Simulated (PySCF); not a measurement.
Shifts of the heteroatoms

Mapped SMILES: `[CH2:1]=[CH:2][CH2:3]/[C:4](=[CH:5]/[SiH3:6])[CH2:7][SiH3:8]`; H(Xn) means a hydrogen on atom n. Ha(C1) is cis to C3; Hb(C1) is trans to C3.

- GFN2-xTB geometry
- NMR shieldings at PBE0/pcSseg-1/GIAO
- program: PySCF 2.14.0 with density-fitted response routines
- averaged over atoms made equivalent by symmetry, fast rotation or ring inversion, gas phase, non-relativistic Hamiltonian, one conformer

Question: Predict the $^{29}$Si NMR data.

Answer: 
```
atoms               environment  σ (ppm)  δ (ppm)
  Si8  silicon bonded to C, 3 H    421.2    -66.3
  Si6  silicon bonded to C, 3 H    439.0    -80.8
```

Shieldings were converted by a linear fit to measured shifts: $^{29}$Si: δ = 279.94 − 0.822σ (rms 8.9 ppm, 72 shifts, 25.8 ppm with the 6 outliers that the fit left out vs TMS, solution or neat liquid). Occasional misses reach two or three times the rms, and more in compound classes unlike the fitted ones.

On a 600 MHz spectrometer $^{29}$Si resonates near 119.2 MHz, so 1 ppm is 119.2 Hz.
